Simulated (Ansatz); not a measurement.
Isolated molecules relaxed with PBE0-D4/def2-TZVP in Ansatz; ΔE leaves out vibrations. CCSD(T)/CBS adds triple-zeta CCSD(T) − MP2 to the extrapolated MP2 energy (def2 sets, frozen cores). Functionals use def2-TZVPP. B3LYP here is the variant with VWN-RPA as its local correlation; programs differ in this. HSE06 is defined as in plane-wave codes. Elements past krypton have def2 core potentials. For Ge, Te outer-core shells are correlated without core-valence functions, which leaves a few kJ/mol of doubt a bond. Scalar relativity is left out up to krypton. One conformer a species, not always the lowest.

Reaction (cleavage of the Ge–Ge bond): `[GeH3][GeH2][GeH2][GeH2][GeH2][GeH3]` + H₂Te → `[GeH3][TeH]` + `[GeH3][GeH2][GeH2][GeH2][GeH3]`

```json
{"level": "revPBE-D4", "ΔE (kcal/mol)": "-4.9", "difference from CCSD(T)/CBS": "0.5"}
{"level": "B97M-V", "ΔE (kcal/mol)": "-5.7", "difference from CCSD(T)/CBS": "-0.3"}
{"level": "B3LYP-D4", "ΔE (kcal/mol)": "-5.2", "difference from CCSD(T)/CBS": "0.2"}
{"level": "PBE", "ΔE (kcal/mol)": "-6.4", "difference from CCSD(T)/CBS": "-1.0"}
{"level": "revPBE", "ΔE (kcal/mol)": "-7.6", "difference from CCSD(T)/CBS": "-2.2"}
{"level": "HSE06", "ΔE (kcal/mol)": "-6.9", "difference from CCSD(T)/CBS": "-1.5"}
{"level": "CAM-B3LYP", "ΔE (kcal/mol)": "-7.1", "difference from CCSD(T)/CBS": "-1.7"}
{"level": "RPA@PBE/def2-TZVPP", "ΔE (kcal/mol)": "-3.8", "difference from CCSD(T)/CBS": "1.6"}
{"level": "CCSD(T)/def2-SVP", "ΔE (kcal/mol)": "-5.6", "difference from CCSD(T)/CBS": "-0.2"}
{"level": "MP2/def2-TZVPP", "ΔE (kcal/mol)": "-5.2", "difference from CCSD(T)/CBS": "0.2"}
{"level": "CCSD(T)/CBS", "ΔE (kcal/mol)": "-5.4", "difference from CCSD(T)/CBS": "0"}
```

Largest T1 diagnostic among the species: 0.012.

In def2-TZVPP, CCSD(T) changes the Hartree–Fock value by +6.0 kcal/mol (the triples alone add +0.5 kcal/mol) and MP2 by +4.9 kcal/mol. The D4 term adds +2.5 kcal/mol with B3LYP and +1.5 kcal/mol with PBE0; it sums over pairs of atoms, weighted by their polarisabilities, and B3LYP, whose exchange is more repulsive, gets the larger term. Leaving LDA and LC-ωPBE aside and taking each functional with its dispersion term where it has one, the values, not all of them listed here, spread over 2.1 kcal/mol, from B2PLYP to BLYP-D4. LDA lies +2.2 kcal/mol from PBE without D4.
